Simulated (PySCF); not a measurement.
CH₂BF₃O, SMILES OBC(F)(F)F.

Geometry: B3LYP-D3(BJ)/def2-SVP. Other conformers were not sampled.

Two levels are set side by side: TDA-PBE/def2-SVPD (PySCF) and TDA-B3LYP/def2-SVPD (PySCF). Vertical, same geometry. The lowest singlet is HOMO→LUMO 99 % with PBE and HOMO→LUMO 99 % with the other functional; states are paired by order. Differences are taken from unrounded values.

```tsv
quantity	TDA-B3LYP	TDA-PBE	TDA-PBE minus TDA-B3LYP
lowest singlet excitation (eV)	6.53	6.02	-0.51
lowest triplet excitation (TDA) (eV)	5.88	5.35	-0.53
first bright state (f over 0.05) (eV)	9.34	8.26	-1.07
its oscillator strength	0.14	0.05	-0.09
```

A lower first singlet is the usual sign of a functional without exact exchange. Differences between two approximate levels are no errors against the true value.

Rough cost on one machine, each run with all the roots and properties that it gave: TDA-B3LYP against TDA-PBE within a factor of 2.
